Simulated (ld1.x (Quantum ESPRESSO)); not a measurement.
## Which change was made? (B, RRKJ)

```
Element                 : B
Generator               : ld1.x (Quantum ESPRESSO) 7.5
Type                    : norm-conserving RRKJ (Kleinman–Bylander form)
Functional              : PBE
Relativity              : non-relativistic
Frozen core             : [He]
Valence charge          : 3
Reference configuration : 2s1 2p0 (charge +2)
Partial waves           : 2p (bound, empty): rc 1.85 bohr; 2s (bound): rc 1.00 bohr
Local potential         : the s channel
Core correction         : Bessel-smoothed model core, default radius (core density twice the valence density)
```

Cutoffs, loose and tight: the cutoffs (Ry, on a coarse ladder) from which the occupation-weighted sum of valence levels, in a spherical-Bessel basis at the reference potential, stays within 10 and 1 mRy of its value at 400 Ry. They do not see the model core or the augmentation charge, which bear on the density cutoff. Test errors are all-electron minus pseudo excitation energies from the reference, over the configurations 2s2 2p1; 2s2 2p0; 2s2 2p0.5; 2s0 2p3; 2s2 2p1.3; 2s1 2p2; 2s1 2p1; variants that change the core or the reference have their own tests.

The base gives: outcome: generated; cutoff, loose: 50 Ry; cutoff, tight: 110 Ry; bound ghosts: none; largest test error (meV): +140.

Q: After one change the result is: outcome: generated; cutoff, loose: 160 Ry; cutoff, tight: over 300 Ry; bound ghosts: none; largest test error (meV): +80. Which change was it?
A. all radii but the core radius scaled by about 1.17 (s 1.18, p 2.16 bohr)
B. all radii but the core radius scaled by about 0.76 (s 0.76, p 1.42 bohr)
C. all radii but the core radius scaled by about 1.40 (s 1.40, p 2.60 bohr)
D. all radii but the core radius scaled by about 0.84 (s 0.84, p 1.56 bohr)

A: B. The others give: all radii but the core radius scaled by about 1.40 (s 1.40, p 2.60 bohr) → outcome: generated; cutoff, loose: 18 Ry; cutoff, tight: 50 Ry; bound ghosts: none; largest test error (meV): +603 | all radii but the core radius scaled by about 1.17 (s 1.18, p 2.16 bohr) → outcome: generated; cutoff, loose: 21 Ry; cutoff, tight: 50 Ry; bound ghosts: none; largest test error (meV): +256 | all radii but the core radius scaled by about 0.84 (s 0.84, p 1.56 bohr) → outcome: generated; cutoff, loose: 100 Ry; cutoff, tight: 180 Ry; bound ghosts: none; largest test error (meV): +85.
